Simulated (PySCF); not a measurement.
# Computed properties of BeCl, SMILES [Be+][Cl], charge +1

BeCl, SMILES [Be+][Cl], charge +1. The structure is a stationary point at B3LYP-D3(BJ)/def2-TZVPD. The spin state was assumed, not searched. The values are those of a single conformer. All values are computed for the isolated molecule unless a solvent is named; none is compared with measurement here.

**Structure.** The optimised structure has C∞v symmetry. All 1 harmonic modes at B3LYP-D3(BJ)/def2-TZVPD (PySCF) are real, so it is a minimum.

**Vibrations.** The strongest infrared lines (harmonic, unscaled, degenerate partners summed) lie at 998 cm⁻¹ (202 km/mol, Be 80 %, Cl 20 %). The softest mode is at 998 cm⁻¹ and the zero-point energy is 1.4 kcal/mol.

**Electronic structure.** HF/def2-TZVPD (PySCF) places the frontier levels at -19.17 and -8.00 eV, a gap of 11.17 eV and a mean polarisability of 19.5 bohr³. PBE/def2-TZVPD (PySCF) at the same geometry gives -14.79 and -11.41 eV, so its gap is 7.79 eV narrower. An orbital gap is neither the optical nor the fundamental gap.

**Excitations.** TDA-CAM-B3LYP/def2-TZVPD (PySCF) has S1 at 3.86 eV (321 nm, f = 0.029, weak); the most intense of the 10 singlets computed lies at 9.32 eV (f = 0.63). Strengths of degenerate partners are summed. T1 (TDA) is at 3.65 eV, 0.21 eV under S1. TDA-PBE/def2-TZVPD (PySCF) puts S1 at 3.36 eV. No vertical singlet excitation falls in the visible range (under 3.1 eV).
